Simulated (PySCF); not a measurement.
## Structure from NMR data

Molecular formula: C6H8O2Si. Simulated spectra:

1H NMR (400 MHz, computed): δ 7.32 (br s, 1H), 6.62 (br s, 1H), 6.32 (br s, 1H), 4.58 (q, 2H), 0.37 (t, 3H).

13C{1H} NMR (computed): δ 168.9 (C), 148.7 (CH2), 127.8 (C), 110.0 (C), 104.0 (C), -5.0 (CH3).

[PySCF 2.14.0 with density-fitted response routines: NMR shieldings at PBE0/pcSseg-1/GIAO; GFN2-xTB structure; non-relativistic Hamiltonian; equivalent nuclei averaged; single conformer; isolated molecule]

Scale: 1H (31.72 ppm), 13C (186.93 ppm) against TMS (reference shieldings calculated alike).

Choose the structure that fits.
A. C#CC(=O)C[SiH2]OC=C
B. COC(=O)C1=CC=C[SiH2]1
C. C=C(C#C[SiH2]C)C(=O)O

## Answers

C. 

- The formula gives 4 degrees of unsaturation (no ring in the answer).
- 6 carbon signals for 6 carbons: no two carbons are equivalent.
- Carbon types of the structure: 4 × C, 1 × CH2, 1 × CH3, leaving 3 H on heteroatoms.
- δC 168.9: carboxylic acid carbon; lone-pair donation from the attached heteroatom keeps it upfield of a ketone carbonyl.
- δC 148.7: β carbon of a C=C–C=O unit; conjugation with the carbonyl draws π density from the β position.
- δC 127.8: α carbon of a C=C–C=O unit; an sp2 carbon of a C=C bond.
- δC 110.0, 104.0: alkyne carbon.
- δC -5.0: methyl carbon bonded to Si; an electropositive neighbour leaves it electron-rich and shielded.

The others: COC(=O)C1=CC=C[SiH2]1 would give 5 signals for carbon-bound and other non-exchanging H, not 4; C#CC(=O)C[SiH2]OC=C would give 6 signals for carbon-bound and other non-exchanging H, not 4.

Exchangeable OH/NH protons stand at their gas-phase positions; hydrogen bonding in a real sample shifts them, mostly to higher δ. Shifts are as computed. Against solution values, carbons near 30 ppm lie about +3 ppm off and those near 130 ppm about +5 ppm. Of 1211 compounds with measured shifts, 218 miss one by over three times the rms of a fit or turn the order of signals round; such compounds aren't used in these exercises. The C=O carbon of an acid or of an amide with N–H lies up to 10 ppm further downfield in solution, through hydrogen bonding that the calculation lacks. No couplings were computed; multiplicities are counted from neighbouring protons, with m where these are inequivalent, close in shift, in a saturated or five-membered ring or joined by F or P, and br s for small geminal =CH2 splittings.
